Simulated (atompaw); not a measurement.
# Scattering properties, PAW (atompaw) potential for Ar (Z = 18)

```
Element                 : Ar (Z = 18)
Generator               : atompaw 4.2.0.5
Type                    : PAW
Functional              : PBEsol
Relativity              : scalar-relativistic
Frozen core             : [Ne]
Valence charge          : 8
Reference configuration : 3s2 3p6
Partial waves           : 3s (bound): rc 1.25 bohr; 3s channel at -0.4 Ry: rc 1.25 bohr; 3p (bound): rc 1.25 bohr; 3p channel at -0.4 Ry: rc 1.25 bohr; 3d channel at -0.05 Ry: rc 1.05 bohr; 3d channel at 2.55 Ry: rc 1.10 bohr
Local potential         : bessel scheme, radius 0.95 bohr
Core correction         : smooth core density matched at 0.95 bohr
Augmentation charge     : gaussian compensation charge, radius 1.05 bohr; PAW radius 1.25 bohr; waves and projectors: custom polynom gramschmidtortho
```

The phase is arctan(r·u′/u) with u = r·R(r), unwrapped; energies in Ry, scanned from -4 to 5 Ry. A pole is an energy at which the radial function vanishes at the test radius. The pseudo phase is shifted by a multiple of π to meet the all-electron one at the reference energy, and phase errors are pseudo minus all-electron; the curves can meet again beyond the range given. Levels narrower than the energy grid can be missing from the lists of poles.

| channel | radius (bohr) | reference energy (Ry) | poles, all-electron | poles, pseudo | unbroken range about the reference energy with phases within 0.05 rad | phase error 1 Ry above the reference energy (rad) |
| --- | --- | --- | --- | --- | --- | --- |
| s | 1.25 | -1.78 | none | none | the whole range | +0.000 |
| p | 1.25 | -0.75 | none | none | the whole range | -0.000 |
| d | 1.25 | -0.05 | none | none | the whole range | +0.000 |

Phases in the p channel:

```
E (Ry)  all-electron  pseudo
 -4.00         1.014   1.014
 -3.52         0.958   0.957
 -3.04         0.886   0.886
 -2.56         0.793   0.793
 -2.08         0.671   0.671
 -1.60         0.506   0.506
 -1.12         0.289   0.289
 -0.64         0.019   0.019
 -0.16        -0.278  -0.278
  0.32        -0.555  -0.555
  0.80        -0.781  -0.781
  1.28        -0.953  -0.953
  1.76        -1.081  -1.082
  2.24        -1.179  -1.179
  2.72        -1.254  -1.255
  3.20        -1.314  -1.315
  3.68        -1.362  -1.363
  4.16        -1.402  -1.404
  4.64        -1.436  -1.438
```
